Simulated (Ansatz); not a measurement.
Reactions of C2H6Br2GaN (`C[N](C)[Ga]([Br])[Br]`).

Computed with Ansatz on PBE0-D4/def2-TZVP structures; ΔE is electronic, products minus reactants. CCSD(T)/CBS adds triple-zeta CCSD(T) − MP2 to the extrapolated MP2 energy (def2 sets, frozen cores). This one scheme is used for every species, atoms too. No spin–orbit coupling; open shells (•) take unrestricted orbitals. Spin–orbit coupling would lower the free atoms: a little for C; clearly for Br, Ga. For Br, Ga outer-core shells are correlated without core-valence functions, so the limit isn't a true one: a few kJ/mol of doubt a bond, and 10 to 20 or more in all where bonds break to atoms. Scalar relativity is left out up to krypton. One conformer a species, not always the lowest.

**Question.** Order these by ΔE at CCSD(T)/CBS, lowest first. (Estimate.)
A. `C[N](C)[Ga]([Br])[Br]` + HCl → `[Cl][Ga]([Br])[Br]` + `CNC`
B. `C[N](C)[Ga]([Br])[Br]` + H₂ → `C[N](C)[GaH][Br]` + HBr
C. `C[N](C)[Ga]([Br])[Br]` + H₂O → `[OH][Ga]([Br])[Br]` + `CNC`
D. `C[N](C)[Ga]([Br])[Br]` + `O[SiH3]` → `[SiH3][O][Ga]([Br])[Br]` + `CNC`
E. `C[N](C)[Ga]([Br])[Br]` → `[Br][GaH][Br]` + `C=NC`
F. `C[N](C)[Ga]([Br])[Br]` → 2 Br• + 2 C• + Ga• + 6 H• + N•
G. `C[N](C)[Ga]([Br])[Br]` + H₂ → `[Br][GaH][Br]` + `CNC`
H. `C[N](C)[Ga]([Br])[Br]` + H–F → `C[N](C)[Ga]([F])[Br]` + HBr

**Answer.** A (-0.54 eV), D (-0.15 eV), C (+0.03 eV), G (+0.36 eV), H (+0.56 eV), B (+1.10 eV), E (+1.69 eV), F (+43.21 eV).

Largest T1 diagnostic: 0.013, for Ga•.
